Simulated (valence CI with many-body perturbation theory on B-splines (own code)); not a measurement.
**Yb⁴⁹⁺: E2, M1 decay**

Level of theory: relativistic CI+MBPT: three valence electrons over a frozen Dirac-Fock core [Ar], radial functions for each j: 7 s, 7 p, 8 d, 6 f, 4 g, 1 h, with the one-electron correlation potential Σ1, the two-electron term Σ2, the three-electron term Σ3, Breit, model QED; selected CI, second order for the rest, scaled by the run's own slope (own B-spline code, finite nucleus).

No measured spectrum was set against this ion. As an estimate, large intervals hold to a few tenths of a per cent, small ones and those within an open d or f shell to about a per cent. Only levels of the ground parity were solved; by the run's estimate the other parity begins above the list, which can be wrong where configurations are misplaced.

Lines 1 to 50 of 54 in falling wavelength, among levels below 1597000 cm⁻¹, chosen from the decays that carry over 1 % of a level's rate. Wavelengths and rates use the calculated energies. Electric multipoles are in the length gauge, E1 and E2 with the static RPA response of the core. S is in atomic units (e²a₀⁴ for E2 and M2, e²a₀⁶ for E3), for M1 in squared Bohr magnetons. Weak lines are less certain than strong ones. Lines between different terms over intervals too small for the method are left out, as are lines whose strength nearly cancels. The highest levels of a list are the least certain.

Levels are named by their leading jj configuration (3d3/2^4 stands for four electrons in 3d with j = 3/2), which in mixed levels can hold well under half, so a name can repeat and another be missing. Letters in brackets count levels of one name in rising energy.

```tsv
λ vac (Å)	Upper	Lower	Type	A (s⁻¹)	S (a.u.)
53900	(3d3/2^2 3d5/2) J=9/2	(3d3/2^2 3d5/2) J=7/2	M1	4.54e-02	2.64e+00
1335	(3d3/2^2 3d5/2) J=7/2	(3d3/2^2 3d5/2) J=5/2 [a]	M1	5.51e+03	3.89e+00
1303	(3d3/2^2 3d5/2) J=9/2	(3d3/2^2 3d5/2) J=5/2 [a]	E2	5.16e-04	1.73e-05
562.7	(3d3/2 3d5/2^2) J=7/2 [b]	(3d3/2 3d5/2^2) J=7/2 [a]	M1	1.26e+04	6.66e-01
544.4	(3d3/2^2 3d5/2) J=5/2 [b]	(3d3/2^2 3d5/2) J=7/2	M1	6.86e+03	2.46e-01
476.7	(3d3/2^2 3d5/2) J=5/2 [b]	(3d3/2^2 3d5/2) J=3/2	M1	3.10e+04	7.46e-01
438.4	(3d3/2 3d5/2^2) J=3/2 [b]	(3d3/2 3d5/2^2) J=1/2	M1	2.77e+04	3.45e-01
400.0	(3d3/2 3d5/2^2) J=3/2 [b]	(3d3/2 3d5/2^2) J=3/2 [a]	M1	4.43e+04	4.20e-01
386.8	(3d3/2^2 3d5/2) J=5/2 [b]	(3d3/2^2 3d5/2) J=5/2 [a]	M1	9.93e+03	1.28e-01
362.1	(3d3/2 3d5/2^2) J=3/2 [a]	(3d3/2^2 3d5/2) J=5/2 [b]	M1	4.61e+04	3.24e-01
357.7	(3d5/2^3) J=3/2	(3d3/2 3d5/2^2) J=3/2 [b]	M1	8.30e+04	5.64e-01
318.7	(3d3/2 3d5/2^2) J=5/2 [a]	(3d3/2^2 3d5/2) J=5/2 [b]	M1	2.67e+05	1.92e+00
281.2	(3d5/2^3) J=5/2	(3d3/2 3d5/2^2) J=3/2 [b]	M1	1.75e+05	8.63e-01
267.4	(3d3/2 3d5/2^2) J=5/2 [b]	(3d3/2^2 3d5/2) J=5/2 [b]	M1	5.01e+05	2.13e+00
262.1	(3d3/2 3d5/2^2) J=7/2 [b]	(3d3/2^2 3d5/2) J=5/2 [b]	M1	1.05e+05	5.62e-01
258.1	(3d3/2 3d5/2^2) J=7/2 [a]	(3d3/2^2 3d5/2) J=7/2	M1	5.33e+05	2.72e+00
257.9	(3d5/2^3) J=9/2	(3d3/2 3d5/2^2) J=11/2	M1	1.15e+05	7.34e-01
253.0	(3d3/2^2 3d5/2) J=5/2 [a]	(3d3/2^3) J=3/2	M1	1.49e+06	5.38e+00
238.7	(3d3/2 3d5/2^2) J=9/2	(3d3/2^2 3d5/2) J=9/2	M1	1.02e+06	5.15e+00
237.6	(3d3/2 3d5/2^2) J=9/2	(3d3/2^2 3d5/2) J=7/2	M1	5.89e+05	2.93e+00
231.6	(3d5/2^3) J=3/2	(3d3/2 3d5/2^2) J=5/2 [b]	M1	7.65e+04	1.41e-01
225.2	(3d3/2^2 3d5/2) J=3/2	(3d3/2^3) J=3/2	M1	1.22e+06	2.07e+00
224.1	(3d3/2 3d5/2^2) J=3/2 [a]	(3d3/2^2 3d5/2) J=1/2	M1	3.47e+05	5.78e-01
217.1	(3d5/2^3) J=9/2	(3d3/2 3d5/2^2) J=9/2	M1	1.33e+06	5.03e+00
216.3	(3d3/2 3d5/2^2) J=7/2 [a]	(3d3/2^2 3d5/2) J=5/2 [a]	M1	2.22e+06	6.65e+00
213.6	(3d3/2 3d5/2^2) J=1/2	(3d3/2^2 3d5/2) J=1/2	M1	2.01e+06	1.45e+00
212.7	(3d3/2^2 3d5/2) J=7/2	(3d3/2^3) J=3/2	E2	1.39e+02	4.33e-04
206.8	(3d3/2^2 3d5/2) J=1/2	(3d3/2^3) J=3/2	M1	4.56e+05	2.99e-01
205.8	(3d3/2 3d5/2^2) J=3/2 [a]	(3d3/2^2 3d5/2) J=3/2	M1	2.01e+06	2.60e+00
203.3	(3d3/2 3d5/2^2) J=11/2	(3d3/2^2 3d5/2) J=9/2	M1	6.50e+05	2.43e+00
203.3	(3d5/2^3) J=3/2	(3d3/2 3d5/2^2) J=5/2 [a]	M1	1.19e+06	1.49e+00
202.4	(3d5/2^3) J=9/2	(3d3/2 3d5/2^2) J=7/2 [a]	M1	1.84e+06	5.64e+00
201.0	(3d3/2 3d5/2^2) J=5/2 [a]	(3d3/2^2 3d5/2) J=7/2	M1	1.01e+05	1.82e-01
199.9	(3d5/2^3) J=5/2	(3d3/2 3d5/2^2) J=7/2 [b]	M1	4.43e+05	7.86e-01
197.0	(3d5/2^3) J=3/2	(3d3/2 3d5/2^2) J=1/2	M1	8.25e+05	9.35e-01
196.9	(3d5/2^3) J=5/2	(3d3/2 3d5/2^2) J=5/2 [b]	M1	7.78e+05	1.32e+00
196.9	(3d3/2 3d5/2^2) J=1/2	(3d3/2^2 3d5/2) J=3/2	M1	1.20e+05	6.79e-02
191.0	(3d3/2 3d5/2^2) J=5/2 [a]	(3d3/2^2 3d5/2) J=3/2	M1	1.12e+06	1.74e+00
190.1	(3d3/2 3d5/2^2) J=3/2 [b]	(3d3/2^2 3d5/2) J=5/2 [b]	M1	1.13e+06	1.15e+00
188.8	(3d5/2^3) J=3/2	(3d3/2 3d5/2^2) J=3/2 [a]	M1	1.28e+06	1.28e+00
187.0	(3d3/2 3d5/2^2) J=3/2 [a]	(3d3/2^2 3d5/2) J=5/2 [a]	M1	9.34e+05	9.06e-01
179.3	(3d3/2 3d5/2^2) J=5/2 [b]	(3d3/2^2 3d5/2) J=7/2	M1	5.23e+05	6.71e-01
177.5	(3d3/2 3d5/2^2) J=7/2 [b]	(3d3/2^2 3d5/2) J=9/2	M1	3.19e+05	5.29e-01
176.9	(3d3/2 3d5/2^2) J=7/2 [b]	(3d3/2^2 3d5/2) J=7/2	M1	3.42e+05	5.62e-01
176.0	(3d5/2^3) J=5/2	(3d3/2 3d5/2^2) J=5/2 [a]	M1	9.75e+05	1.18e+00
174.7	(3d3/2 3d5/2^2) J=5/2 [a]	(3d3/2^2 3d5/2) J=5/2 [a]	M1	1.95e+05	2.31e-01
165.1	(3d5/2^3) J=5/2	(3d3/2 3d5/2^2) J=3/2 [a]	M1	1.28e+06	1.28e+00
158.1	(3d3/2 3d5/2^2) J=5/2 [b]	(3d3/2^2 3d5/2) J=5/2 [a]	M1	3.81e+04	3.35e-02
156.2	(3d3/2 3d5/2^2) J=7/2 [b]	(3d3/2^2 3d5/2) J=5/2 [a]	M1	8.05e+04	9.11e-02
153.0	(3d3/2^2 3d5/2) J=5/2 [b]	(3d3/2^3) J=3/2	M1	1.35e+05	1.08e-01
```
